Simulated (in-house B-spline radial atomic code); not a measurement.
The cerium ion Ce⁵⁺: [Kr] 4d10 5s2 5p5

Level of theory: Dirac-Kohn-Sham BHandHLYP, spherical fractional occupations, Fermi nucleus of rms radius 4.8771 fm; calculated with a B-spline radial code for spherical atoms.

Effective charges: Z_r = [3n² - l(l+1)]/(2<r>) from the radius, Z_e = n√(-2ε) from the energy, and Slater's rules. Values are occupation-weighted means over j. An effective charge above Z reflects the relativistic contraction of the inner shells.

| shell | electrons | ε (eV) | <r> (bohr) | Z_r | Z_e | Slater |
| --- | --- | --- | --- | --- | --- | --- |
| 1s | 2 | -40519 | 0.02457 | 61.05 | 54.57 | 57.70 |
| 2s | 2 | -6592.4 | 0.1047 | 57.31 | 44.02 | 53.85 |
| 2p | 6 | -5921.3 | 0.09212 | 54.28 | 41.72 | 53.85 |
| 3s | 2 | -1492.1 | 0.2777 | 48.61 | 31.42 | 46.75 |
| 3p | 6 | -1274.5 | 0.2757 | 45.34 | 29.04 | 46.75 |
| 3d | 10 | -958.31 | 0.2533 | 41.46 | 25.18 | 36.85 |
| 4s | 2 | -360.28 | 0.6345 | 37.82 | 20.58 | 30.25 |
| 4p | 6 | -287.1 | 0.6701 | 34.32 | 18.37 | 30.25 |
| 4d | 10 | -178.43 | 0.7357 | 28.54 | 14.49 | 18.85 |
| 5s | 2 | -98.084 | 1.444 | 25.97 | 13.42 | 12.60 |
| 5p | 5 | -75.759 | 1.61 | 22.67 | 11.80 | 12.60 |

The least bound orbital is 5p3/2 at -74.59 eV, and it is also the most diffuse (<r> = 1.629 bohr).

Spin-orbit splittings of the orbital energies (j = l + 1/2 above j = l - 1/2 when positive): 2p 447.4 eV, 3p 88.95 eV, 3d 18.96 eV, 4p 19.43 eV, 4d 3.457 eV, 5p 3.512 eV.

For the 1s electron the small component carries 4.61 % of the norm, the zero-frequency Breit interaction raises the level by 109.6 eV, self-energy by 64.01 eV, and vacuum polarisation lowers it by 9.535 eV.

Caution: exact exchange at fractional occupations of open shells leaves self-interaction of up to several eV.
